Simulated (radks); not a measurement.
Effect of the nuclear size on neutral iodine, [Kr] 4d10 5s2 5p5. All-electron calculation, Dirac Kohn-Sham, BLYP, spin-unpolarised, spherical densities, finite nucleus; open shells fill j = l - 1/2 first; Fermi nuclear charge, rms radius 4.75 fm. Program: a radial shooting solver on a logarithmic mesh with Libxc functionals. The rms radius is varied about that value; shifts are against it.

| rms radius (fm) | total energy shift (eV) | density at nucleus (e/bohr^3) | 1s1/2 shift (meV) | 2s1/2 shift (meV) | 4s1/2 shift (meV) | 4p1/2 shift (meV) | 5s1/2 shift (meV) | 5p1/2 shift (meV) | 5p3/2 shift (meV) |
|---|---|---|---|---|---|---|---|---|---|
| 4.218 | -1.25 | 2.543e+05 | -523 | -61.4 | -2.50 | 0.183 | -0.315 | 0.030 | 0.033 |
| 4.4935 | -0.619 | 2.515e+05 | -259 | -30.4 | -1.24 | 0.091 | -0.156 | 0.015 | 0.016 |
| 4.75 | 0 | 2.491e+05 | 0.000 | 0.000 | 0.000 | 0.000 | 0.000 | 0.000 | 0.000 |
| 4.9447 | 0.489 | 2.474e+05 | 204 | 24.0 | 0.978 | -0.071 | 0.123 | -0.012 | -0.013 |
| 5.928 | 3.20 | 2.397e+05 | 1340 | 157 | 6.41 | -0.468 | 0.807 | -0.077 | -0.083 |

Slopes of the eigenvalues against <r^2> in GHz/fm^2, as finite differences over the two radii next to the reference (eigenvalue slopes, not the field-shift constants of lines): 1s1/2 26300, 2s1/2 3080, 4s1/2 126, 4p1/2 -9.20, 5s1/2 15.8, 5p3/2 -1.64.
